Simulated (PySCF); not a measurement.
A geometry optimisation on `C[B](C)[GeH3]`.

Method: PBE0-D3(BJ)/def2-SVP geometry optimisation, gas phase (PySCF 2.14.0). Start geometry: GFN2-xTB. The input is one job of a driver script: a line of settings, then coordinates in Å.

Input:
```
{"job": {"xc": "PBE0", "basis": "def2-SVP", "d3": "d3bj", "grid": 1, "maxiter": 30, "shake": 0.01, "kind": "geom"}, "charge": 0, "multiplicity": 1}
C     -0.509660     1.576490    -0.127990
B     -0.224800     0.066310    -0.019840
C     -1.377900    -1.008210     0.026100
Ge     1.744510    -0.530640     0.074020
H     -0.108070     2.126360     0.711690
H     -1.588930     1.866470    -0.197480
H     -0.018490     2.023150    -1.004320
H     -1.304650    -1.530760     0.983340
H     -2.369110    -0.612250    -0.065840
H     -1.204400    -1.776560    -0.714220
H      2.742670     0.544200     0.107400
H      2.175720    -1.407110    -1.044350
H      2.048940    -1.354330     1.261160
```

Output:
```
step   0  E = -2182.73154071  max force = 0.025747
step   1  E = -2182.73926677  max force = 0.008641
step   2  E = -2182.74001498  max force = 0.001781
step   3  E = -2182.74003840  max force = 0.000209
step   4  E = -2182.74004420  max force = 0.000245
optimisation converged
```

Energies in Eh; «max force» is the largest Cartesian gradient component in Eh/bohr.

Problem. How much energy does the optimisation release, in kJ/mol?

Solution. E(step 0) − E(last step) = 0.008503 Eh, which is 22.3 kJ/mol.

Problem. Give the first gradient maximum in eV/Å.

Solution. With 1 Eh/bohr = 51.422 eV/Å, 1.324 eV/Å.

Summary of the converged run: final energy -2182.74004 Eh after 4 steps; dipole 1.49 D.

Problem. Give the final coordinates.

Solution. 0.054 Å rms from the input after alignment:
```
atom  x, y, z in Å
C1    -1.0921    2.3102   -0.2444
B2    -0.7812    0.7823   -0.1151
C3    -1.8838   -0.3280   -0.0501
Ge4    1.2101    0.1729    0.0017
H5    -0.6519    2.8498    0.6143
H6    -2.1605    2.5654   -0.3147
H7    -0.5654    2.7278   -1.1218
H8    -1.8086   -0.8452    0.9248
H9    -2.9155    0.0361   -0.1714
H10   -1.6921   -1.1198   -0.7956
H11    2.2239    1.3374    0.0283
H12    1.5914   -0.7246   -1.1988
H13    1.4687   -0.6787    1.2660
```

Time: 28 s wall; peak memory 0.49 GiB. Hardware: one thread, Arm Neoverse V1 (aarch64), no GPU, shared host with 32 logical CPUs at a one-minute load of 31.
Labels such as C1 count atoms from 1, the log's own numbers from 0.
